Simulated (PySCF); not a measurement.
From one molecule to another.

First species: C8H14NP.
Bonds: C1–P2, P2–C3, C3–C4, C4–N5 (triple), P2–C6, C6–C7, C7–C8, C8–C9, C9–C10, C6–C10. Hydrogens: H11, H12, H13 on C1; H14, H15 on C3; H16 on C6; H17, H18 on C7; H19, H20 on C8; H21, H22 on C9; H23, H24 on C10.

Second species: C₉H₁₁F.
SMILES: `Fc1c(c(cc(c1)C)C)C`

Levels: PBE0/pcSseg-1 for HOMO energy, LUMO energy and HOMO–LUMO gap. Geometries: GFN2-xTB. All species are isolated and taken at one optimised geometry, non-relativistic unless stated; the electronic structure was computed with PySCF and density fitting.

```json
{"property": "HOMO energy", "column X": "-6.75 eV", "column Y": "-7.11 eV"}
{"property": "LUMO energy", "column X": "-0.14 eV", "column Y": "0.31 eV"}
{"property": "HOMO–LUMO gap", "column X": "6.61 eV", "column Y": "7.42 eV"}
```

(1) Which column belongs to which species?

(2) How does each property change from the first species to the second?

Results:

(1) Column X is the second species and column Y the first. The first has 24 atoms and 84 electrons, the second 21 and 74.

(2) HOMO energy +0.36 eV; LUMO energy -0.45 eV; HOMO–LUMO gap -0.81 eV.

On the second:  GFN2-xTB frequencies show an imaginary mode (20i cm⁻¹), so this geometry is no minimum at that level.

One conformer stands for the species.
